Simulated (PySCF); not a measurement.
tert-butylthiol (C4H10S), singlet, geometry from GFN2-xTB. Base run: SVWN5/STO-3G in PySCF.

PySCF was given this input:
```python
from pyscf import gto, scf, dft

mol = gto.M(
    atom='''
C    -0.287286    1.208235   -1.112642
C    -0.253099   -0.049261   -0.254432
C     0.153838   -1.267818   -1.072058
C    -1.593920   -0.276887    0.431907
S     0.985704    0.193790    1.109254
H    -1.051131    1.110377   -1.882389
H    -0.518958    2.078889   -0.503196
H     0.672208    1.373580   -1.599654
H     0.233570   -2.145094   -0.433962
H    -0.592453   -1.464207   -1.840190
H     1.114156   -1.107101   -1.558993
H    -1.548635   -1.154492    1.073162
H    -1.858052    0.582283    1.044695
H    -2.373501   -0.427972   -0.312274
H     2.034344    0.367480    0.308083
''',
    basis='sto-3g',
    charge=0,
    spin=0,
    verbose=4,
)

mf = dft.RKS(mol)
mf.xc = 'lda,vwn'
mf.kernel()
```

The base run was repeated with changes; each row names its change, and settings that it needs were set with it.

```
change                                      E (Eh)  HOMO (eV)  HOMO-LUMO gap (eV)  dipole (D)  core-seconds (rough)                outcome
--------------------------------------  ----------  ---------  ------------------  ----------  --------------------  ---------------------
base                                    -547.41655      -1.46                6.52        1.14                     4              converged
functional = blyp; dispersion = d4      -550.19250      -1.54                6.61        0.92                     9              converged
functional = blyp; dispersion = d3zero  -550.17911      -1.54                6.61        0.92                     9              converged
functional = scan                       -550.31668      -1.99                7.36        1.05                     9              converged
functional = hse06                      -550.07203      -2.79                8.75        1.07                    20              converged
functional = wb97x_v                             -          -                   -           -                     -  cut at the time limit
functional = lc_wpbe                    -550.14513      -6.27               15.14        1.16                    20              converged
functional = x3lyp                      -550.20825      -3.00                9.16        0.99                     8              converged
functional = revpbe                     -550.22799      -1.65                6.66        0.99                     7              converged
functional = mn15                       -548.39761      -4.19               10.96        1.11                     9              converged
functional = b3lyp5                     -550.16175      -2.86                8.95        0.98                     8              converged
functional = r2scan                     -550.24289      -1.95                7.28        1.04                    10              converged
functional = wb97x                      -550.34243      -5.82               14.59        1.10                    10              converged
```

Absolute energies of different levels of theory aren't comparable as measures of quality.
